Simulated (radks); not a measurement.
Question: Isoelectronic series with 13 electrons, each ion in its NIST ground configuration. Calculated with a radial shooting solver on a logarithmic mesh with Libxc functionals: scalar-relativistic Kohn-Sham, PBE, spin-polarised, spherical densities, point nucleus; open shells are filled with parallel spins first (spin-orbit coupling, left out, can overturn this in heavy ions). Total energies (hartree) and orbital eigenvalues (hartree) (* marks an orbital that is empty in some or all of the ions):

ion,configuration,E (hartree),3p down*,3p up,3s down
Al,[Ne] 3s2 3p1,-242.69177,-0.08171,-0.11062,-0.26759
K6+,[Ne] 3s2 3p1,-590.18003,-3.90400,-3.99159,-4.59502
Ti9+,[Ne] 3s2 3p1,-823.71416,-7.39698,-7.51066,-8.34633
Mn12+,[Ne] 3s2 3p1,-1097.44565,-11.91274,-12.05209,-13.13235
Ni15+,[Ne] 3s2 3p1,-1411.73503,-17.44927,-17.61410,-18.95653
Ga18+,[Ne] 3s2 3p1,-1767.00920,-24.00855,-24.19881,-25.82696
Se21+,[Ne] 3s2 3p1,-2163.76028,-31.59475,-31.81044,-33.75476
Rb24+,[Ne] 3s2 3p1,-2602.54750,-40.21352,-40.45470,-42.75357
Zr27+,[Ne] 3s2 3p1,-3084.00045,-49.87171,-50.13845,-52.83935

Estimate the row of S3+ ([Ne] 3s2 3p1).

Answer: E (hartree) -396.55850; 3p down* -1.44604; 3p up -1.50644; 3s down -1.88516.
